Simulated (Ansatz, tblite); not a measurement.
Removing and adding an electron: Te(CCH)2 (C4H2Te). Charge 0, multiplicity 1. Geometry: PBE-D4/def2-SVP. Ansatz, gas phase; energy differences of separate SCF runs; the oxidised species was run as a doublet alone; the reduced species was run as a doublet alone.

```csv
atom,x (Å),y (Å),z (Å)
Te1,-0.956,0.087,-1.492
C2,-1.308,-0.857,0.291
C3,-1.603,-1.455,1.323
H4,-1.847,-1.976,2.239
C5,0.858,0.898,-0.993
C6,1.948,1.423,-0.784
H7,2.908,1.878,-0.583
```

In the def2 sets Te takes a core potential; there is no spin–orbit coupling. The xTB rows come from tblite.

**Question.** Estimate orbital energies and vertical ionisation energies and electron affinities at: GFN1-xTB; GFN2-xTB; PBE-D4/def2-TZVP; PBE-D4/def2-TZVPD; r2SCAN-D4/def2-TZVP; r2SCAN-D4/def2-TZVPD; PBE0-D4/def2-TZVP; PBE0-D4/def2-TZVPD.

**Answer.** 
```
               level  −HOMO (eV)  vertical IE (eV)  −LUMO (eV)  vertical EA (eV)  HOMO–LUMO gap (eV)  IE − EA (eV)                       remarks
            GFN1-xTB       10.48             13.83        6.91              3.90                3.56          9.93                             –
            GFN2-xTB        9.73             13.21        6.19              2.85                3.54         10.37                             –
    PBE-D4/def2-TZVP        5.40              8.10        2.26                 –                3.14             –                             –
   PBE-D4/def2-TZVPD        5.42                 –        2.30             -0.01                3.13             –  HOMO above zero (-1 doublet)
 r2SCAN-D4/def2-TZVP        5.60              8.14        2.11                 –                3.49             –                             –
r2SCAN-D4/def2-TZVPD        5.61                 –        2.13             -0.01                3.48             –  HOMO above zero (-1 doublet)
   PBE0-D4/def2-TZVP        6.39              8.27        1.41                 –                4.98             –                             –
  PBE0-D4/def2-TZVPD        6.40                 –        1.45             -0.09                4.96             –  HOMO above zero (-1 doublet)
```

   A HOMO above zero means that the electron is unbound at that level or that self-interaction error raises the level; the energy of removing that electron tells which. Raw xTB energy differences between charge states are shifted by several eV; the methods need an empirical correction for them. A negative affinity means that the extra electron isn't bound; its size then hangs on the basis.
